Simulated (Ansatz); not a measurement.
C₃H₈N₂Si, SMILES [SiH](CC#C)(N)N.

Geometry: B3LYP-D3(BJ)/def2-SVP. The structure was generated by enumeration, and PubChem lists no compound with its InChIKey, so it may never have been made. One conformer was computed; it need not be the lowest.

Two levels are set side by side: PBE/def2-SVPD (Ansatz, an electronic-structure program) and ωB97X-V/def2-SVPD (Ansatz). Energy differences of separate SCF runs at the same geometry; the states with an electron removed or added have multiplicity 2 and 2. Differences are taken from unrounded values.

```
quantity                           ωB97X-V
---------------------------------  -------
vertical ionisation energy (eV)       9.16
vertical singlet–triplet gap (eV)     5.70
```

Question: What does PBE give, and how far is it from ωB97X-V? (An estimate is asked for; the answer gives what the named calculation found.)

Answer: 
| quantity | PBE | PBE minus ωB97X-V |
|---|---|---|
| vertical ionisation energy (eV) | 8.26 | -0.91 |
| vertical singlet–triplet gap (eV) | 5.30 | -0.40 |
